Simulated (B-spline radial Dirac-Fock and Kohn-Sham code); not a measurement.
**Magnetic form factor of the 4d shell of Ag⁴⁺**

System: silver as Ag⁴⁺ in the configuration [Kr] 4d7.

Method: Dirac-Fock orbitals of the configuration average with a finite nucleus. Computed with a radial finite-basis atomic code. ⟨j_K⟩ is the integral of the 4d radial density with the spherical Bessel function j_K(4πsr), s = sin θ/λ.

```tsv
s (Å⁻¹)	⟨j0⟩	⟨j2⟩	⟨j4⟩
0	1.0000	0.0000	0.0000
0.04	0.9805	0.0078	0.0000
0.05	0.9698	0.0120	0.0001
0.07	0.9416	0.0231	0.0002
0.08	0.9244	0.0297	0.0004
0.1	0.8844	0.0450	0.0009
0.13	0.8126	0.0716	0.0024
0.16	0.7303	0.1007	0.0051
0.2	0.6116	0.1394	0.0111
0.25	0.4623	0.1813	0.0226
0.31	0.3007	0.2144	0.0415
0.38	0.1541	0.2253	0.0665
0.47	0.0377	0.2032	0.0950
0.59	-0.0208	0.1422	0.1146
0.73	-0.0182	0.0714	0.1092
0.91	0.0103	0.0158	0.0779
1.13	0.0291	-0.0048	0.0374
1.4	0.0267	0.0000	0.0082
```

Radial moments of the shell: ⟨r²⟩ = 1.667, ⟨r⁴⟩ = 4.705, ⟨r⁶⟩ = 20.73 in powers of bohr.
